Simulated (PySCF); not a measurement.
**Polarisability and C₆ of Mn²⁺ (manganese, charge +2)**

[Ar] 3d5, high-spin 6S determinant. All numbers are calculated (PySCF 2.14, the non-relativistic Hamiltonian (point nucleus), in def2-QZVPPD). Coupled (time-dependent) response in atomic units; α is the mean over directions.

```csv
method,mean α (bohr³),C₆ (like pair),S(−4)
PBE0,3.757,10.99,7.835
M06-L,3.791,11.20,7.770
```

S(−4) is the Cauchy moment in α(ω) = α(0) + S(−4) ω² + …

α(iu) at M06-L:

| u (hartree) | α(iu) (bohr³) |
| --- | --- |
| 0 | 3.791 |
| 0.0500 | 3.772 |
| 0.100 | 3.716 |
| 0.200 | 3.521 |
| 0.300 | 3.266 |
| 0.500 | 2.755 |
| 0.750 | 2.250 |
| 1.00 | 1.879 |
| 1.50 | 1.375 |
| 2.00 | 1.047 |
| 3.00 | 0.6603 |
| 5.00 | 0.3275 |

A single London oscillator, α(iu) = α/(1 + u²/ω²), gives C₆ = (3/4) ω α². Matching the computed C₆ needs ω = 4 × 11.20 / (3 × 3.791²) = 1.04 hartree.

For an ion, C₆ is the dispersion term alone; charge-induced terms of lower order in 1/R come first.
